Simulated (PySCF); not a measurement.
# Vibration and rotation of SnBi

UHF-CCSD(T) constants of SnBi, ²Π (doublet), unpaired electrons π ↑ (Sn def2-SVP with ECP28, Bi def2-SVP with ECP60; scalar-relativistic core potentials (PySCF 2.14); masses 119.9022 and 208.9804 u):

- ωe: 177.5 cm⁻¹
- ωexe: 0.428 cm⁻¹
- Be: 0.028883 cm⁻¹
- αe: 7.71e-05 cm⁻¹
- D (centrifugal): 3.06e-09 cm⁻¹
- De to Sn + Bi: 1.63 eV

Give the vibrational terms G(v) and spacings up to v = 6.

G(v) = ωe(v+½) − ωexe(v+½)².

```tsv
v	G(v) (cm⁻¹)	G(v) − G(v−1)	Bv (cm⁻¹)
0	88.6		0.02884
1	265.3	176.6	0.02877
2	441.1	175.8	0.02869
3	616.0	174.9	0.02861
4	790.1	174.1	0.02854
5	963.3	173.2	0.02846
6	1135.7	172.4	0.02838
```

How well does the Morse estimate ωe²/(4ωexe) reproduce De, and what is D0?

It gives 2.28 eV, 140 % of the computed De. D0 = De − G(0) = 1.63 − 0.01 = 1.62 eV.

Correlated steps freeze 8 core orbitals. Correlated levels converge slowly with the basis: in double zeta they bind strong bonds too weakly, by up to about 1 eV, and carry superposition errors of some tenths. Spin–orbit coupling is left out, which matters for elements this heavy, above all for dissociation energies. The state was picked by a PBE0 search and need not be the measured ground state.
